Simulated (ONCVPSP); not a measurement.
An all-electron radial function and its pseudo partner (B (Z = 5))

Columns: radius, all-electron u(r) and pseudo u(r) of the 2s shell (level -9.38 eV) of boron in the configuration [He] 2s2 2p1; LDA (Perdew-Wang 92), scalar-relativistic, ONCV scheme, ONCVPSP 4.0.1.

```
r (bohr)  all-electron  pseudo
   0.118       -0.2888  0.0441
   0.235       -0.2830  0.0941
   0.353       -0.1560  0.1530
   0.470        0.0089  0.2187
   0.588        0.1755  0.2926
   0.705        0.3234  0.3751
   0.822        0.4475  0.4637
   0.940        0.5471  0.5499
   1.058        0.6221  0.6222
   1.175        0.6746  0.6746
   1.292        0.7083  0.7083
   1.410        0.7264  0.7264
   1.528        0.7311  0.7311
   1.645        0.7255  0.7255
   1.763        0.7115  0.7115
   1.880        0.6915  0.6915
   1.998        0.6666  0.6666
   2.115        0.6387  0.6387
   2.232        0.6086  0.6086
   2.350        0.5770  0.5770
   2.468        0.5448  0.5448
   2.585        0.5129  0.5128
   2.702        0.4813  0.4813
   2.820        0.4502  0.4502
   2.938        0.4201  0.4201
   3.055        0.3914  0.3914
```

(1) How many radial nodes do the two functions have?

(2) At about which radius was the pseudo-wave matched?

(3) Is the pseudo-wave norm-conserving?

Answers

(1) The all-electron 2s function has n − l − 1 = 1; the pseudo-wave has 0, since the states of the same l below it are removed with the core.

(2) 1.25 bohr. The columns agree to 0.0005 from 1.06 bohr on; several derivatives are matched, so the curves merge somewhat inside the radius.

(3) Yes: the ONCV scheme keeps the norm inside the radius equal to the all-electron one, which fixes the energy derivative of the logarithmic derivative at the level.
